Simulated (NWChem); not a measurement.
System: AlHBrF; SMILES [F][AlH][Br]

The following NWChem deck was run.

```
start job
memory heap 200 mb stack 900 mb global 1100 mb
geometry units angstroms noautoz
  Al    -0.521939    -1.115952     0.000458
  H     -2.039070    -1.513841     0.004473
  F      0.629958    -2.298977    -0.000245
  Br     0.148488     1.038390    -0.000325
end
basis spherical
  * library def2-svp
end
dft
  xc xpbe96 cpbe96
  iterations 150
  vectors input atomic output neutral.movecs
end
task dft energy
charge 1
dft
  odft
  mult 2
  vectors input atomic output cation.movecs
end
task dft energy
```

Output (shortened):

```
             Northwest Computational Chemistry Package (NWChem) 7.3.0
             --------------------------------------------------------

 CS  symmetry detected

                             Geometry "geometry" -> ""
                             -------------------------

 Output coordinates in angstroms (scale by  1.889725989 to convert to a.u.)

  No.       Tag          Charge          X              Y              Z
 ---- ---------------- ---------- -------------- -------------- --------------
    1 Al                  13.0000    -0.53965412    -1.11821628     0.00000000
    2 H                    1.0000    -2.05035087    -1.53988902     0.00000000
    3 F                    9.0000     0.63068485    -2.28300036     0.00000000
    4 Br                  35.0000     0.09684831     1.04639154     0.00000000

 Effective nuclear repulsion energy (a.u.)     205.2543575568

      Symmetry information
      --------------------

 Group name             Cs
 Group number              2
 Group order               2
 No. of unique centers     4

  pbe96 is a nonlocal functional; adding pw91lda local functional.

                                 NWChem DFT Module
                                 -----------------

 Summary of "ao basis" -> "ao basis" (spherical)
 ------------------------------------------------------------------------------
       Tag                 Description            Shells   Functions and Types
 ---------------- ------------------------------  ------  ---------------------
 Al                         def2-svp                 8       18   4s3p1d
 H                          def2-svp                 3        5   2s1p
 F                          def2-svp                 6       14   3s2p1d
 Br                         def2-svp                12       32   5s4p3d

      Symmetry analysis of basis
      --------------------------

        a'         49
        a"         20

            General Information
            -------------------
          SCF calculation type: DFT
          Wavefunction type:  closed shell.
          No. of atoms     :     4
          No. of electrons :    58
           Alpha electrons :    29
            Beta electrons :    29
          Charge           :     0
          Spin multiplicity:     1
          Use of symmetry is: on ; symmetry adaption is: on
          Maximum number of iterations: 150
          AO basis - number of functions:    69
                     number of shells:    29
          Convergence on energy requested:  1.00D-06
          Convergence on density requested:  1.00D-05
          Convergence on gradient requested:  5.00D-04

              XC Information
              --------------
          PerdewBurkeErnzerhof Exchange Functional  1.000
            Perdew 1991 LDA Correlation Functional  1.000 local
           PerdewBurkeErnz. Correlation Functional  1.000 non-local

             Grid Information
             ----------------
          Grid used for XC integration:  medium
          Radial quadrature: Mura-Knowles
          Angular quadrature: Lebedev.
          Tag              B.-S. Rad. Rad. Pts. Rad. Cut. Ang. Pts.
          ---              ---------- --------- --------- ---------
          Al                  1.25       88           8.0       590
          H                   0.35       45          10.0       434
          F                   0.50       49           9.0       434
          Br                  1.15      112          10.0       590
          Grid pruning is: on
          Number of quadrature shells:   294
          Spatial weights used:  Erf1

      Superposition of Atomic Density Guess
      -------------------------------------

 Sum of atomic energies:       -2913.66901611

      Non-variational initial energy
      ------------------------------

 Total energy =   -2913.936503
 1-e energy   =   -4467.022344
 2-e energy   =    1347.831483
 HOMO         =      -0.400579
 LUMO         =       0.009284

      Symmetry analysis of molecular orbitals - initial
      -------------------------------------------------

  Numbering of irreducible representations:

     1 a'          2 a"

  Orbital symmetries:

     1 a'          2 a'          3 a'          4 a'          5 a"
     6 a'          7 a'          8 a'          9 a'         10 a'
    11 a"         12 a'         13 a'         14 a'         15 a"
    16 a'         17 a'         18 a"         19 a'         20 a"
    21 a'         22 a'         23 a'         24 a'         25 a"
    26 a'         27 a'         28 a"         29 a'         30 a'
    31 a"         32 a'         33 a'         34 a'         35 a'
    36 a"         37 a'         38 a"         39 a'

   convergence    iter        energy       DeltaE   RMS-Dens  Diis-err
 ---------------- ----- ----------------- --------- --------- ---------
 d= 0,ls=0.0,diis     1  -2915.9865311341 -3.12D+03  2.72D-02  7.47D-01
 d= 0,ls=0.0,diis     2  -2915.6365051833  3.50D-01  1.84D-02  4.64D+00
 d= 0,ls=0.0,diis     3  -2916.0628111426 -4.26D-01  4.16D-03  6.05D-02
 d= 0,ls=0.0,diis     4  -2916.0656182442 -2.81D-03  2.24D-03  2.38D-02
 d= 0,ls=0.0,diis     5  -2916.0686575748 -3.04D-03  3.72D-04  4.50D-04
  Resetting Diis
 d= 0,ls=0.0,diis     6  -2916.0687340742 -7.65D-05  4.10D-05  9.53D-06
 d= 0,ls=0.0,diis     7  -2916.0687352464 -1.17D-06  2.00D-05  5.96D-07
 d= 0,ls=0.0,diis     8  -2916.0687351689  7.75D-08  1.17D-05  1.38D-06
 d= 0,ls=0.0,diis     9  -2916.0687353213 -1.52D-07  2.50D-06  7.82D-08

         Total DFT energy =    -2916.068735321343
      One electron energy =    -4468.284033711135
           Coulomb energy =     1467.202181549237
    Exchange-Corr. energy =     -120.241240716252
 Nuclear repulsion energy =      205.254357556807

 Numeric. integr. density =       58.000005538230

                  Occupations of the irreducible representations
                  ----------------------------------------------

                     irrep           alpha         beta
                     --------     --------     --------
                     a'               22.0         22.0
                     a"                7.0          7.0

                       DFT Final Molecular Orbital Analysis
                       ------------------------------------

 Vector   27  Occ=2.000000D+00  E=-3.027797D-01  Symmetry=a'
              MO Center= -7.8D-01, -7.3D-01, -5.9D-16, r^2= 3.9D+00
   Bfn.  Coefficient  Atom+Function         Bfn.  Coefficient  Atom+Function
  ----- ------------  ---------------      ----- ------------  ---------------
    53      0.339798  4 Br py                19      0.320948  2 H  s
    50      0.319855  4 Br py                20      0.243945  2 H  s
    27     -0.234790  3 F  px                47     -0.212424  4 Br py
     8     -0.169610  1 Al px                30      0.162517  3 F  px
    28     -0.159748  3 F  py                31      0.108400  3 F  py

 Vector   28  Occ=2.000000D+00  E=-2.809277D-01  Symmetry=a"
              MO Center=  6.4D-02,  8.7D-01, -4.4D-14, r^2= 1.8D+00
   Bfn.  Coefficient  Atom+Function         Bfn.  Coefficient  Atom+Function
  ----- ------------  ---------------      ----- ------------  ---------------
    54      0.576902  4 Br pz                51      0.513923  4 Br pz
    48     -0.343308  4 Br pz                45      0.111717  4 Br pz
    29      0.088956  3 F  pz                13      0.079570  1 Al pz
    10      0.077777  1 Al pz                32     -0.066331  3 F  pz
    15      0.054659  1 Al d -1               7     -0.044112  1 Al pz

 Vector   29  Occ=2.000000D+00  E=-2.721511D-01  Symmetry=a'
              MO Center= -6.3D-03,  8.0D-01,  5.6D-16, r^2= 2.1D+00
   Bfn.  Coefficient  Atom+Function         Bfn.  Coefficient  Atom+Function
  ----- ------------  ---------------      ----- ------------  ---------------
    52      0.558326  4 Br px                49      0.505545  4 Br px
    46     -0.335762  4 Br px                53     -0.120334  4 Br py
    20      0.116995  2 H  s                 43      0.109216  4 Br px
    50     -0.106000  4 Br py                19      0.104156  2 H  s
    28      0.081240  3 F  py                47      0.070836  4 Br py

 Vector   30  Occ=0.000000D+00  E=-7.122332D-02  Symmetry=a"
              MO Center= -5.5D-01, -1.0D+00,  9.1D-14, r^2= 3.8D+00
   Bfn.  Coefficient  Atom+Function         Bfn.  Coefficient  Atom+Function
  ----- ------------  ---------------      ----- ------------  ---------------
    13      0.729338  1 Al pz                10      0.406850  1 Al pz
    54     -0.275315  4 Br pz                 7     -0.201428  1 Al pz
    29      0.195796  3 F  pz                32     -0.173038  3 F  pz
    51     -0.173851  4 Br pz                48      0.112525  4 Br pz
    66     -0.061034  4 Br d -1              17      0.049753  1 Al d  1

 Vector   31  Occ=0.000000D+00  E=-4.920925D-02  Symmetry=a'
              MO Center= -3.9D-01, -8.6D-01,  1.3D-14, r^2= 4.2D+00
   Bfn.  Coefficient  Atom+Function         Bfn.  Coefficient  Atom+Function
  ----- ------------  ---------------      ----- ------------  ---------------
     4      1.020457  1 Al s                 20     -0.615149  2 H  s
     3      0.516930  1 Al s                 53      0.421951  4 Br py
    42     -0.284882  4 Br s                  2      0.276346  1 Al s
    41     -0.263043  4 Br s                 26     -0.240350  3 F  s
    19     -0.231447  2 H  s                 50      0.225948  4 Br py

[...]
```

Level: PBE/def2-SVP, vertical spin-unrestricted ions. Structure relaxed at the B3LYP/6-31G* (spherical d) level.
